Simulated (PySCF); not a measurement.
A calculated (BP86, PySCF 2.14, def2-TZVPPD, no relativity, point nucleus) atom or ion has these occupied shells.

```csv
shell,electrons,orbital energy (eV),"rms radius, mean of both spins (bohr)"
1s,2,-60.555,0.675
```

**Question.** Name the element and its charge.

**Answer.** Li⁺ (lithium, charge +1), in 1s2, closed-shell 1S.
